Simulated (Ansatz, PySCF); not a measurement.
Spin states of H2Hf (SMILES [HfH2]), each relaxed with B3LYP-D3(BJ)/def2-TZVP.
State 1 (charge 0, multiplicity 1):
```xyz
3

Hf     0.34544     0.09260     0.38417
H      0.06614    -1.64009    -0.14579
H     -0.44475     1.59486    -0.30879
```
State 2 (charge 0, multiplicity 3):
```xyz
3

Hf     0.3879     0.1020     0.4327
H      0.0433    -1.6324    -0.1703
H     -0.4643     1.5778    -0.3328
```

Singlets are restricted, other states unrestricted; no spin–orbit coupling, no relativity up to Kr; see below for the cores. The largest T1 diagnostic is 0.021.

Programs: Ansatz (a quantum-chemistry and plane-wave program); PySCF for the dispersion terms.  In def2 rows elements past Kr take small-core potentials, without spin–orbit coupling.

**Question.** One of these levels gives -0.79 kcal/mol for the energy of the multiplicity-3 state less that of the multiplicity-1 state. Which one is it?
(A) PBE-D3(BJ)/def2-TZVPP
(B) BHLYP/def2-TZVPP
(C) BLYP/def2-TZVPP
(D) B3LYP/def2-TZVPP

**Answer.** A, PBE-D3(BJ)/def2-TZVPP. The others give 2.94 (BLYP/def2-TZVPP), 1.98 (B3LYP/def2-TZVPP), 0.23 (BHLYP/def2-TZVPP)
